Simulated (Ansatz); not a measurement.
Consider the formal exchange of groups at a C–O bond: `C#CCOCF` + `F[SiH2]Cl` → `C#CC[SiH](F)Cl` + `OCF`.

Gas-phase electronic energies from Ansatz, PBE0-D4/def2-TZVP geometries. CCSD(T)/CBS is the MP2 limit (def2-TZVPP, def2-QZVPP) plus CCSD(T) − MP2 in def2-TZVPP, frozen cores. This one scheme is used for every species. Functionals use def2-TZVPP. B3LYP here is the variant with VWN-RPA as its local correlation; programs differ in this. One conformer a species, not always the lowest.

```csv
level,ΔE (kJ/mol)
B3LYP-D4,-90.8
B2PLYP,-89.4
B3LYP,-86.4
HF/def2-TZVPP,-81.0
MP2/def2-TZVPP,-97.6
HF/CBS(def2),-80.7
MP2/CBS(def2),-101.6
CCSD/CBS(def2),-93.9
```

What does CCSD(T)/CBS give? (Estimate.)

Computed: -94.0 kJ/mol. The listed levels differ from it by 3.2, 4.6, 7.6, 13.0, -3.6, 13.3, -7.6, 0.1 kJ/mol.

Largest T1 diagnostic among the species: 0.012.

The D4 term adds −4.4 kJ/mol with B3LYP and −2.5 kJ/mol with PBE0; it sums over pairs of atoms, weighted by their polarisabilities, and B3LYP, whose exchange is more repulsive, gets the larger term. In def2-TZVPP, CCSD(T) changes the Hartree–Fock value by −9.0 kJ/mol (the triples alone add −0.1 kJ/mol) and MP2 by −16.6 kJ/mol.
